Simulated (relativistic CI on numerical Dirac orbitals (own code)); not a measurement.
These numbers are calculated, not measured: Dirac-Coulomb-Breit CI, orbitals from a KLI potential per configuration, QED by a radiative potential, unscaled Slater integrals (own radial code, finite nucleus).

Configurations in the expansion: 1s2, 1s.2s, 1s.2p, 1s.3s, 1s.3p, 1s.3d, 1s.4s, 1s.4p, 1s.4d, 1s.4f, 1s.5s, 1s.5p, 1s.5d, 1s.5f, 1s.5g, 1s.6s, 1s.6p, 1s.6d. Levels of other configurations are missing.

At this charge energies of transitions that change n are usually good to better than 1 %, and those within a shell (Δn = 0) to a few per cent.

Outline of the computed level scheme of Cu XXVIII. Lowest level of each configuration: 1s2 1S_0 at 0.0 eV; 1s.2s 3S_1 at 8309.8 eV; 1s.2p 3P°_0 at 8343.1 eV; 1s.3s 3S_1 at 9849.4 eV; 1s.3p 3P°_0 at 9858.6 eV; 1s.3d 3D_2 at 9871.3 eV; 1s.4s 3S_1 at 10382.8 eV; 1s.4p 3P°_0 at 10386.5 eV; 1s.4d 3D_2 at 10391.9 eV.

Some strong electric-dipole decays among the lowest 27 levels: 1s.2p 1P°_1 → 1s2 1S_0 (7.0e+14 s⁻¹); 1s.3p 1P°_1 → 1s2 1S_0 (1.9e+14 s⁻¹); 1s.2p 3P°_1 → 1s2 1S_0 (9.9e+13 s⁻¹); 1s.4p 1P°_1 → 1s2 1S_0 (8.0e+13 s⁻¹); 1s.3d 3D_3 → 1s.2p 3P°_2 (4.0e+13 s⁻¹); 1s.3d 1D_2 → 1s.2p 1P°_1 (3.4e+13 s⁻¹); 1s.3d 3D_2 → 1s.2p 3P°_1 (3.0e+13 s⁻¹); 1s.3p 3P°_1 → 1s2 1S_0 (2.9e+13 s⁻¹).

LS names give the leading component of a level, which can be under half, so a name can repeat, a term be missing and a line seem to break the LS rules.
